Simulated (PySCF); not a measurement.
C₃H₇BO₃, SMILES COB1COCO1. Atoms are numbered in the order given.

```xyz
14

C     -2.6527     0.0081     0.2146
O     -1.5328     0.7168    -0.2402
B     -0.2765     0.2600    -0.1006
C      0.3139    -1.0635     0.5529
O      1.6609    -1.0091     0.1037
C      1.9683     0.3172    -0.1888
O      0.7849     0.9863    -0.5531
H     -3.1442     0.5664     1.0272
H     -2.3950    -0.9971     0.5884
H     -3.3749    -0.1032    -0.6089
H      0.2529    -1.0567     1.6622
H     -0.1349    -2.0102     0.2126
H      2.4086     0.8374     0.6885
H      2.6885     0.3412    -1.0225
```
Charge 0, spin multiplicity 1.

Geometry optimised at PBE0-D3(BJ)/def2-SVP. This is a generated structure with no PubChem entry under its InChIKey; it may be hypothetical. Other conformers were not sampled.

All values below come from PBE/pcSseg-1 (PySCF).

GIAO shieldings, no solvent; atoms listed in one row are averaged. δ = σ(ref) − σ: ¹³C against TMS (σ = 182.0 ppm); ¹⁷O against H2O (σ = 334.3 ppm); ¹¹B against BF3 (σ = 83.9 ppm); ¹H against TMS (σ = 31.49 ppm), references at their B3LYP-D3(BJ)/def2-TZVP geometries, non-relativistic.

```csv
nucleus,atoms,count,δ (ppm)
¹³C,C6,1,105.8
¹³C,C1,1,60.2
¹³C,C4,1,57.6
¹⁷O,O7,1,196.4
¹⁷O,O2,1,113.6
¹⁷O,O5,1,67.1
¹¹B,B3,1,20.5
¹H,H14,1,5.78
¹H,H13,1,5.69
¹H,"H8, H9, H10",3,4.05
¹H,H12,1,4.04
¹H,H11,1,3.63
```
